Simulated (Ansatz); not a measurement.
CHAlClO, SMILES `O=[CH][Al-][Cl]` (excited triplet; O–C–Al–Cl torsion 180°) (charge -1, multiplicity 3). This triplet is an excited state, 0.96 eV above the relaxed singlet at the level frozen-core CCSD(T)/aug-cc-pVDZ // PBE0-D3(BJ)/def2-TZVPD (Ansatz, a program for electronic structure).

These are LDA/aug-cc-pVTZ // PBE0-D3(BJ)/def2-TZVPD run with Ansatz values and carry that method's errors.

Ansatz 0.2 input:
```yaml
crystal:
  periodic: [false, false, false]
  atoms:
    - { symbol: O, position_ang: [-1.965571, -0.454153, 0.404104] }
    - { symbol: C, position_ang: [-0.828153, -0.091061, 0.0895] }
    - { symbol: Al, position_ang: [0.980843, -0.732256, 0.574504] }
    - { symbol: Cl, position_ang: [2.53586, 0.49686, -0.449994] }
    - { symbol: H, position_ang: [-0.722978, 0.780608, -0.618111] }
basis:
  gaussian: { orbitals: aug-cc-pVTZ }
hamiltonian:
  xc: lda
total_charge: -1
magnetization:
  spin_polarized: true
  initial_magnetization: 2
```

Output:

```
Functional definition: SPW92
1176 factors; their error is unknown
mean field evaluation 1: about -22125.5347 eV, gradient 2.9e1 eV
mean field evaluation 2: about -22076.8682 eV, gradient 8.4e1 eV
mean field evaluation 4: about -22129.6923 eV, gradient 1.2e1 eV
mean field evaluation 8: about -22130.1689 eV, gradient 1.2e-1 eV
mean field evaluation 16: about -22130.1399 eV, gradient 2.2e-3 eV
mean field evaluation 32: about -22129.5050 eV, gradient 2.7e0 eV
mean field -22130.13988239 eV, -813.2676403304 hartree, gradient 3.1e-5 eV, S^2 2.001994; 2 other end points of the search recorded, 0 dependent functions left out
reference -22130.13994414 eV, -813.2676425994 hartree; 24, 22 occupied and 191, 193 virtual orbitals, 1176 factors
Total energy: -22130.13994414 eV, -813.2676425994 hartree
```
